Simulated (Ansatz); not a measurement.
Gas-phase electronic energies from Ansatz, PBE0-D4/def2-TZVP geometries. CCSD(T)/CBS adds triple-zeta CCSD(T) − MP2 to the extrapolated MP2 energy (def2 sets, frozen cores). This one scheme is used for every species. DFT in def2-TZVPP. HSE06 is defined as in plane-wave codes. Elements past krypton have def2 core potentials. For Hf outer-core shells are correlated without core-valence functions, which leaves a few kJ/mol of doubt a bond. Each species was taken in one conformer, which may not be the lowest.

Consider the redistribution: `C[N](C)[Hf]([F])([SH])[Cl]` + `[F][Al]([F])[Cl]` → `C[N](C)[Hf]([F])([Cl])[Cl]` + `[F][Al]([F])[SH]`.

| level | ΔE (kJ/mol) |
| --- | --- |
| HSE06-D4 | -29.4 |
| B2PLYP | -29.0 |
| r2SCAN0 | -29.5 |
| LC-ωPBE | -31.4 |

(1) What does CCSD(T)/CBS give? (An estimate is asked.)

Largest T1 diagnostic among the species: 0.015.

Answers

(1) Ansatz gave: -26.7 kJ/mol. The listed levels differ from it by -2.7, -2.3, -2.8, -4.7 kJ/mol.

At CCSD(T), def2-SVP lies −4.1 kJ/mol from the extrapolated value and def2-TZVPP +0.2 kJ/mol. In def2-TZVPP, CCSD(T) changes the Hartree–Fock value by +5.6 kJ/mol (the triples alone add +1.1 kJ/mol) and MP2 by +6.6 kJ/mol.
